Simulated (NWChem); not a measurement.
System: C2H4BNO; SMILES O=C=NBC

Input file for NWChem:

```
start job
memory heap 200 mb stack 900 mb global 1100 mb
geometry units angstroms noautosym nocenter noautoz
  B     -0.895523     0.448298    -0.721299
  H     -1.738307    -0.236999    -1.229547
  C     -0.872505     1.998090    -0.944976
  H     -0.820515     2.217594    -2.021482
  H     -0.054244     2.519949    -0.439916
  H     -1.826382     2.433468    -0.612121
  N      0.072249    -0.206467     0.087736
  C      0.668950    -1.080472     0.660553
  O      1.301899    -1.880624     1.248242
end
basis spherical
  * library 6-31g*
end
dft
  xc b3lyp
  iterations 150
end
property
  shielding
end
task dft property
```

Excerpt of the output:

```
             Northwest Computational Chemistry Package (NWChem) 7.3.0
             --------------------------------------------------------

                             Geometry "geometry" -> ""
                             -------------------------

 Output coordinates in angstroms (scale by  1.889725989 to convert to a.u.)

  No.       Tag          Charge          X              Y              Z
 ---- ---------------- ---------- -------------- -------------- --------------
    1 B                    5.0000    -0.89552300     0.44829800    -0.72129900
    2 H                    1.0000    -1.73830700    -0.23699900    -1.22954700
    3 C                    6.0000    -0.87250500     1.99809000    -0.94497600
    4 H                    1.0000    -0.82051500     2.21759400    -2.02148200
    5 H                    1.0000    -0.05424400     2.51994900    -0.43991600
    6 H                    1.0000    -1.82638200     2.43346800    -0.61212100
    7 N                    7.0000     0.07224900    -0.20646700     0.08773600
    8 C                    6.0000     0.66895000    -1.08047200     0.66055300
    9 O                    8.0000     1.30189900    -1.88062400     1.24824200

 Effective nuclear repulsion energy (a.u.)     135.1129288254

                              NWChem Property Module
                              ----------------------

  itol2e modified to match energy
  convergence criterion.

                                 NWChem DFT Module
                                 -----------------

 Summary of "ao basis" -> "ao basis" (spherical)
 ------------------------------------------------------------------------------
       Tag                 Description            Shells   Functions and Types
 ---------------- ------------------------------  ------  ---------------------
 B                           6-31g*                  6       14   3s2p1d
 H                           6-31g*                  2        2   2s
 C                           6-31g*                  6       14   3s2p1d
 N                           6-31g*                  6       14   3s2p1d
 O                           6-31g*                  6       14   3s2p1d

  itol2e modified to match energy
  convergence criterion.

            General Information
            -------------------
          SCF calculation type: DFT
          Wavefunction type:  closed shell.
          No. of atoms     :     9
          No. of electrons :    36
           Alpha electrons :    18
            Beta electrons :    18
          Charge           :     0
          Spin multiplicity:     1
          Use of symmetry is: off; symmetry adaption is: off
          Maximum number of iterations: 150
          AO basis - number of functions:    78
                     number of shells:    38
          Convergence on energy requested:  1.00D-07
          Convergence on density requested:  1.00D-05
          Convergence on gradient requested:  5.00D-04

              XC Information
              --------------
                         B3LYP Method XC Potential
                     Hartree-Fock (Exact) Exchange  0.200
                        Slater Exchange Functional  0.800 local
                    Becke 1988 Exchange Functional  0.720 non-local
              Lee-Yang-Parr Correlation Functional  0.810
                  VWN I RPA Correlation Functional  0.190 local

             Grid Information
             ----------------
          Grid used for XC integration:  fine
          Radial quadrature: Mura-Knowles
          Angular quadrature: Lebedev.
          Tag              B.-S. Rad. Rad. Pts. Rad. Cut. Ang. Pts.
          ---              ---------- --------- --------- ---------
          B                   0.85       70           9.0       590
          H                   0.35       60          12.0       590
          C                   0.70       70          11.0       590
          N                   0.65       70           9.0       590
          O                   0.60       70          13.0       590
          Grid pruning is: on
          Number of quadrature shells:   590
          Spatial weights used:  Erf1

      Superposition of Atomic Density Guess
      -------------------------------------

 Sum of atomic energies:        -230.88761742

      Non-variational initial energy
      ------------------------------

 Total energy =    -233.431123
 1-e energy   =    -579.770638
 2-e energy   =     211.226586
 HOMO         =      -0.320128
 LUMO         =       0.002809

   convergence    iter        energy       DeltaE   RMS-Dens  Diis-err
 ---------------- ----- ----------------- --------- --------- ---------
 d= 0,ls=0.0,diis     1   -233.3741520513 -3.68D+02  1.56D-02  9.32D-01
 d= 0,ls=0.0,diis     2   -233.2577595633  1.16D-01  9.85D-03  2.41D+00
 d= 0,ls=0.0,diis     3   -233.4736232567 -2.16D-01  3.91D-03  1.39D-01
 d= 0,ls=0.0,diis     4   -233.4791648853 -5.54D-03  1.98D-03  7.50D-02
 d= 0,ls=0.0,diis     5   -233.4872749829 -8.11D-03  3.64D-04  1.83D-03
  Resetting Diis
 d= 0,ls=0.0,diis     6   -233.4875035350 -2.29D-04  6.16D-05  2.63D-05
 d= 0,ls=0.0,diis     7   -233.4875066916 -3.16D-06  4.12D-05  4.78D-06
 d= 0,ls=0.0,diis     8   -233.4875060210  6.71D-07  2.68D-05  1.05D-05
 d= 0,ls=0.0,diis     9   -233.4875072271 -1.21D-06  6.78D-06  1.06D-06
 d= 0,ls=0.0,diis    10   -233.4875073343 -1.07D-07  8.95D-07  8.59D-09
 d= 0,ls=0.0,diis    11   -233.4875073353 -1.06D-09  2.22D-07  3.44D-10

         Total DFT energy =     -233.487507335315
      One electron energy =     -582.885021005445
           Coulomb energy =      246.201395662248
    Exchange-Corr. energy =      -31.916810817502
 Nuclear repulsion energy =      135.112928825384

 Numeric. integr. density =       35.999998947000

                       DFT Final Molecular Orbital Analysis
                       ------------------------------------

 Vector   16  Occ=2.000000D+00  E=-3.638522D-01
              MO Center= -3.9D-01,  5.1D-01, -3.6D-01, r^2= 4.3D+00
   Bfn.  Coefficient  Atom+Function         Bfn.  Coefficient  Atom+Function
  ----- ------------  ---------------      ----- ------------  ---------------
     4      0.290265  1 B  py                20     -0.280286  3 C  py
    68     -0.194707  9 O  py                40      0.172951  7 N  py
    33     -0.168176  5 H  s                 67     -0.162728  9 O  px
    16     -0.157340  2 H  s                 15     -0.151250  2 H  s
    34     -0.149914  5 H  s                 19     -0.134939  3 C  px

 Vector   17  Occ=2.000000D+00  E=-3.244409D-01
              MO Center=  4.3D-01, -7.0D-01,  4.3D-01, r^2= 2.8D+00
   Bfn.  Coefficient  Atom+Function         Bfn.  Coefficient  Atom+Function
  ----- ------------  ---------------      ----- ------------  ---------------
    41      0.358467  7 N  pz                69     -0.331118  9 O  pz
    45      0.265714  7 N  pz                39     -0.261744  7 N  px
    67      0.241839  9 O  px                73     -0.233049  9 O  pz
    43     -0.194127  7 N  px                71      0.170207  9 O  px
     5      0.103855  1 B  pz                 3     -0.075890  1 B  px

 Vector   18  Occ=2.000000D+00  E=-2.833322D-01
              MO Center= -2.9D-02, -3.0D-01,  2.8D-02, r^2= 3.8D+00
   Bfn.  Coefficient  Atom+Function         Bfn.  Coefficient  Atom+Function
  ----- ------------  ---------------      ----- ------------  ---------------
    40      0.301505  7 N  py                68     -0.240093  9 O  py
    16      0.236733  2 H  s                 39      0.231663  7 N  px
    44      0.216839  7 N  py                67     -0.211577  9 O  px
    20      0.209279  3 C  py                72     -0.181612  9 O  py
    43      0.179882  7 N  px                 4     -0.171749  1 B  py

[...]

          -----------------------------------------
          Chemical Shielding Tensors (GIAO, in ppm)
          -----------------------------------------

                                NWChem CPHF Module
                                ------------------

  scftype          =     RHF
  nclosed          =       18
  nopen            =        0
  variables        =     1080
  # of vectors     =        3
  tolerance        = 0.10D-03
  level shift      = 0.00D+00
  max iterations   =       50
  max subspace     =       30

 SCF residual:    1.9532650372458415E-005

Iterative solution of linear equations
  No. of variables     1080
  No. of equations        3
  Maximum subspace       30
        Iterations       50
       Convergence  1.0D-04

   iter   nsub   residual    time
   ----  ------  --------  ---------
     1      3    3.57D-01      22.2
     2      6    2.07D-02      24.7
     3      9    1.69D-03      27.4
     4     12    8.34D-05      30.1

      Atom:    1  B
        Diamagnetic
    195.4069     -1.4894      4.7536
     -1.4894    206.8257     -3.8262
      4.7536     -3.8262    193.2787

        Paramagnetic
   -151.0550     10.0452    -62.0119
     10.0452   -144.5090     19.2556
    -62.0119     19.2556   -116.5474

        Total Shielding Tensor
     44.3519      8.5558    -57.2583
      8.5558     62.3167     15.4294
    -57.2583     15.4294     76.7313

           isotropic =      61.1333
          anisotropy =      89.7229

          Principal Components and Axis System
                 1           2           3
              120.9485     65.4242     -2.9728

      1        -0.5850      0.2682      0.7654
      2         0.1255      0.9623     -0.2413
      3         0.8013      0.0451      0.5966

      Atom:    2  H
        Diamagnetic
     31.4641      4.4322      4.9456
      4.4322     30.5313      2.1778
      4.9456      2.1778     27.0169

        Paramagnetic
     -6.1646     -4.4278     -4.9705
     -4.4278     -3.2109     -2.4836
     -4.9705     -2.4836     -1.6482

        Total Shielding Tensor
     25.2995      0.0044     -0.0249
      0.0044     27.3204     -0.3058
     -0.0249     -0.3058     25.3688

           isotropic =      25.9962
          anisotropy =       2.0565

          Principal Components and Axis System
                 1           2           3
               27.3673     25.3372     25.2843

      1         0.0039     -0.5361      0.8442
      2         0.9885      0.1298      0.0778
      3        -0.1513      0.8341      0.5304

      Atom:    3  C
        Diamagnetic
    247.8245     -0.2674      0.5389
     -0.2674    257.0678     -1.7412
      0.5389     -1.7412    247.8090

        Paramagnetic
    -77.6219      6.4061    -15.6248
      6.4061    -65.5017      5.7462
    -15.6248      5.7462    -69.8648

        Total Shielding Tensor
    170.2026      6.1386    -15.0859
      6.1386    191.5661      4.0050
    -15.0859      4.0050    177.9442

           isotropic =     179.9043
          anisotropy =      19.9502

          Principal Components and Axis System
                 1           2           3
              193.2044    189.5520    156.9564

      1         0.2602     -0.5754      0.7754
      2         0.9656      0.1582     -0.2066
      3        -0.0038      0.8024      0.5968

      Atom:    4  H
        Diamagnetic
     23.8701     -0.0655     -0.4130
     -0.0655     27.4382     -4.7265
     -0.4130     -4.7265     37.8700

        Paramagnetic
      5.3683      0.4416      0.1245
      0.4416      1.6267      2.9339
      0.1245      2.9339     -2.0715

        Total Shielding Tensor
     29.2384      0.3761     -0.2885
      0.3761     29.0649     -1.7925
     -0.2885     -1.7925     35.7985

           isotropic =      31.3673
          anisotropy =       7.3475

          Principal Components and Axis System
                 1           2           3
               36.2656     29.3391     28.4971

      1        -0.0528      0.9245     -0.3776
      2        -0.2438      0.3547      0.9026
      3         0.9684      0.1397      0.2067

      Atom:    5  H
        Diamagnetic
     31.5963      5.4470      4.7528
      5.4470     32.0970      2.5959
      4.7528      2.5959     26.7874

        Paramagnetic
      0.4806     -3.0690     -2.2403
     -3.0690      0.7745     -1.6715
     -2.2403     -1.6715      2.9232

        Total Shielding Tensor
     32.0770      2.3780      2.5125
      2.3780     32.8715      0.9244
      2.5125      0.9244     29.7106

           isotropic =      31.5530
          anisotropy =       6.3997

          Principal Components and Axis System
                 1           2           3
               35.8195     30.7886     28.0510

      1         0.6625      0.4744     -0.5796
      2         0.6507     -0.7478      0.1317
      3         0.3709      0.4645      0.8041

      Atom:    6  H
        Diamagnetic
     34.5430     -6.2942     -3.3001
     -6.2942     29.6198      1.3880
     -3.3001      1.3880     24.9916

        Paramagnetic
     -0.2236      3.5604      1.6743
      3.5604      0.5423     -0.1127
      1.6743     -0.1127      4.6925

        Total Shielding Tensor
     34.3194     -2.7338     -1.6258
     -2.7338     30.1621      1.2754
     -1.6258      1.2754     29.6841

           isotropic =      31.3885
          anisotropy =       7.3615

          Principal Components and Axis System
                 1           2           3
               36.2962     29.3571     28.5123

      1         0.8490      0.4822      0.2160
      2        -0.4394      0.4172      0.7955
      3        -0.2935      0.7703     -0.5661

      Atom:    7  N
        Diamagnetic
    313.0483    -21.7538     16.8270
    -21.7538    320.0933    -19.8712
     16.8270    -19.8712    310.0788

        Paramagnetic
   -132.5516    -50.0103      2.7015
    -50.0103   -154.7473    -32.0150
      2.7015    -32.0150   -118.4835

        Total Shielding Tensor
    180.4967    -71.7641     19.5285
    -71.7641    165.3460    -51.8862
     19.5285    -51.8862    191.5953

           isotropic =     179.1460
          anisotropy =     144.3194

          Principal Components and Axis System
                 1           2           3
              275.3589    169.1782     92.9008

      1         0.5803     -0.5857      0.5660
      2        -0.6249      0.1255      0.7706
      3         0.5223      0.8008      0.2931

      Atom:    8  C
        Diamagnetic
    267.2019    -10.5818      7.3871
    -10.5818    272.2708     -9.7531
      7.3871     -9.7531    266.2826

        Paramagnetic
   -206.9342    -77.9620     61.4905
    -77.9620   -174.6162    -72.5769
     61.4905    -72.5769   -218.0971

        Total Shielding Tensor
     60.2677    -88.5438     68.8776
    -88.5438     97.6546    -82.3299
     68.8776    -82.3299     48.1854

           isotropic =      68.7026
          anisotropy =     245.0921

          Principal Components and Axis System
                 1           2           3
              232.0973    -15.0286    -10.9609

      1        -0.5466     -0.5858      0.5984
      2         0.6687      0.1248      0.7330
      3        -0.5041      0.8008      0.3235

      Atom:    9  O
        Diamagnetic
    396.6341     -9.9280      7.2283
     -9.9280    400.2437     -9.0332
      7.2283     -9.0332    395.5605

        Paramagnetic
   -240.2856    -49.8396      8.2457
    -49.8396   -234.5790    -37.4053
      8.2457    -37.4053   -228.9385

        Total Shielding Tensor
    156.3484    -59.7675     15.4741
    -59.7675    165.6647    -46.4385
     15.4741    -46.4385    166.6220

           isotropic =     162.8784
          anisotropy =     125.7218

          Principal Components and Axis System
                 1           2           3
              246.6929    148.0208     93.9214

      1        -0.5360     -0.5852      0.6084
      2         0.6812      0.1258      0.7212
      3        -0.4987      0.8010      0.3312
```

Level: B3LYP/6-31G* (spherical d), GIAO. Coordinates come from a B3LYP/6-31G* (spherical d) optimisation. The printed shielding anisotropy is the first printed principal value minus the mean of the other two.
